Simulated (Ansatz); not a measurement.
C3H7FOSi can be A, `CC(C)O[Si]F`, or B, `C=C[Si](C)(O)F`.

Calculated with Ansatz (gas phase, PBE0-D4/def2-TZVP geometries, no zero-point term in ΔE). CCSD(T)/CBS adds triple-zeta CCSD(T) − MP2 to the extrapolated MP2 energy (def2 sets, frozen cores). Functionals use def2-TZVPP. B3LYP here is the variant with VWN-RPA as its local correlation; programs differ in this. Each species was taken in one conformer, which may not be the lowest.

Problem. Which is lower in electronic energy at CCSD(T)/CBS, and by how much? (Best estimate.)

Solution. The calculation gave: B, by 28.1 kcal/mol.

Problem. Give E(B) − E(A) in kcal/mol with MP2/def2-TZVPP, B2PLYP, B3LYP-D4, CCSD(T)/def2-TZVPP, ωB97M-V, r2SCAN-D4, B3LYP. (An estimate is asked.)

Solution. Ansatz gave: MP2/def2-TZVPP -28.7, B2PLYP -26.6, B3LYP-D4 -25.5, CCSD(T)/def2-TZVPP -26.9, ωB97M-V -24.4, r2SCAN-D4 -29.0, B3LYP -25.3. None reverses the order clearly.

Largest T1 diagnostic: 0.013.

In def2-TZVPP, CCSD(T) changes the Hartree–Fock value by +3.7 kcal/mol (the triples alone add +0.1 kcal/mol) and MP2 by +1.8 kcal/mol. From PBE to PBE0 (25 % exact exchange), in def2-TZVPP and without D4, E(B) − E(A) moves by −2.3 kcal/mol.
